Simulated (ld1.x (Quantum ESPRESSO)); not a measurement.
# Varying the ultrasoft potential for Ga

Base potential:

ld1.x (Quantum ESPRESSO) 7.5 input, shortened:

```
&input
   title='Ga', zed=31., rel=1, dft='PBESOL', iswitch=3,
   config='[Ar] 3d10 4s2 4p0.75'
 /
 &inputp
   pseudotype=3, tm=.true., lloc=-2, rcloc=2.20,
   nlcc=.true.
 /
4
4S  1  0   2.00   0.00  1.50  1.80  0.0
4S  1  0   0.00  -0.45  1.50  1.80  0.0
4P  2  1   0.75   0.00  2.35  2.80  0.0
4P  2  1   0.00   0.80  2.35  2.80  0.0
 &test
   configts(1)='4s2 4p0.75'
 /
```

Cutoffs, loose and tight: the cutoffs (Ry, on a coarse ladder) from which the occupation-weighted sum of valence levels, in a spherical-Bessel basis at the reference potential, stays within 10 and 1 mRy of its value at 400 Ry. They do not see the model core or the augmentation charge, which bear on the density cutoff. Test errors are all-electron minus pseudo excitation energies from the reference, over the configurations 4s2 4p1; 4s2 4p0; 4s1 4p0; 4s2 4p0.5; 4s1 4p2; 4s2 4p1.3; 4s0 4p3. A dash means not determined; rows that change the core or the reference have their own tests.

| change | outcome | cutoff, loose | cutoff, tight | bound ghosts | largest test error (meV) |
| --- | --- | --- | --- | --- | --- |
| base | generated | 8 Ry | 12 Ry | none | -186 |
| waves 4s (bound): rcut 1.08, rcutus 1.14 bohr; 4s channel at -0.45 Ry: rcut 1.08, rcutus 1.14 bohr | failed: run_pseudo: Errors in PS-KS equation | – | – | – | – |
| waves 4s (bound): rcut 1.38, rcutus 1.46 bohr; 4s channel at -0.45 Ry: rcut 1.38, rcutus 1.46 bohr | failed: run_pseudo: Errors in PS-KS equation | – | – | – | – |
| waves 4s (bound): rcut 1.50, rcutus 1.66 bohr; 4s channel at -0.45 Ry: rcut 1.50, rcutus 1.66 bohr | generated | 12 Ry | 15 Ry | none | -186 |
| waves 4s (bound): rcut 1.50, rcutus 1.88 bohr; 4s channel at -0.45 Ry: rcut 1.50, rcutus 1.88 bohr | generated | 8 Ry | 10 Ry | none | -186 |
| waves 4s (bound): rcut 1.50, rcutus 2.22 bohr; 4s channel at -0.45 Ry: rcut 1.50, rcutus 2.22 bohr | generated | 6 Ry | 8 Ry | none | -186 |
| waves 4s (bound): rcut 1.50, rcutus 2.44 bohr; 4s channel at -0.45 Ry: rcut 1.50, rcutus 2.44 bohr | generated | 6 Ry | 8 Ry | none | -185 |
| waves 4s (bound): rcut 1.50, rcutus 2.62 bohr; 4s channel at -0.45 Ry: rcut 1.50, rcutus 2.62 bohr | generated | 6 Ry | 8 Ry | none | -184 |

Reading the sweep of the s radius (base included, trends over the rows without a ghost): The loose cutoff falls from 12 Ry at 1.66 to 6 Ry at 2.62 bohr. A larger radius leaves more room for a smooth pseudo-wave, so fewer plane waves are needed; a smaller one forces it to follow the all-electron wave where it bends sharply. The median size of the test errors (rows with all tests solved) stays near 9.2 meV. The generation fails at 1.14, 1.46 bohr.
